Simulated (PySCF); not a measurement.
Gas-phase XPS of BeCl2(H2O)2, computed

BeCl2(H2O)2.
Cartesian coordinates in Å at the PBE0-D3(BJ)/def2-SVP level; atoms count from 1:
```
atom  x, y, z in Å
Be1    0.320    0.001    0.222
Cl2    0.053    0.250    2.142
Cl3    1.996   -0.249   -0.756
O4    -0.420    1.391   -0.515
H5     0.250    1.795   -1.088
H6    -0.618    2.018    0.198
O7    -0.633   -1.393   -0.193
H8    -0.912   -1.808    0.638
H9    -0.036   -2.007   -0.647
```

Computed with delta-SCF UKS SCAN, pcX-2 on the ionised atom, pcseg-1 elsewhere, spin-free X2C (PySCF). Vertical ΔSCF values, vacuum level as zero.

Problem. What binding energy does each computed site have?

Solution. 
```json
{"atom(s)": "Be1", "bonded to": "2 O and 2 Cl", "level": "Be 1s", "binding energy (eV)": "120.99", "2p1/2 (eV)": "–", "count": "1"}
{"atom(s)": "Cl2/Cl3", "bonded to": "Be", "level": "Cl 2p3/2", "binding energy (eV)": "204.73", "2p1/2 (eV)": "206.38", "count": "2"}
{"atom(s)": "O4/O7", "bonded to": "2 H and Be", "level": "O 1s", "binding energy (eV)": "541.84", "2p1/2 (eV)": "–", "count": "2"}
{"atom(s)": "Cl2/Cl3", "bonded to": "Be", "level": "Cl 1s", "binding energy (eV)": "2827.31", "2p1/2 (eV)": "–", "count": "2"}
```

Problem. Which effective nuclear charge Zeff reproduces each element's mean 1s value in the hydrogen-like formula E = 13.606 eV × Zeff²?

Solution. Be (Z = 4): mean 121.0 eV, Zeff = 2.98, Z − Zeff = 1.02; O (Z = 8): mean 541.8 eV, Zeff = 6.31, Z − Zeff = 1.69; Cl (Z = 17): mean 2827.3 eV, Zeff = 14.42, Z − Zeff = 2.58. Means run over the listed sites, weighted by atom count.

Atoms equivalent by their bonding share one computed value, that of the first of them. Spin–orbit coupling isn't in the SCF: each 2p doublet comes from a relaxed spin-free hole plus a matrix of the shell (mean-field spin–orbit coupling and the ground-state 2p splitting), with 2p3/2 averaged over its two sublevels. 2p1/2 minus 2p3/2 (ligand field included): Cl 1.65 eV. Geometry: PBE0-D3(BJ)/def2-SVP, one conformer, isolated molecule.

The run took 14 s wall on one thread, Arm Neoverse V2, no GPU, shared host.
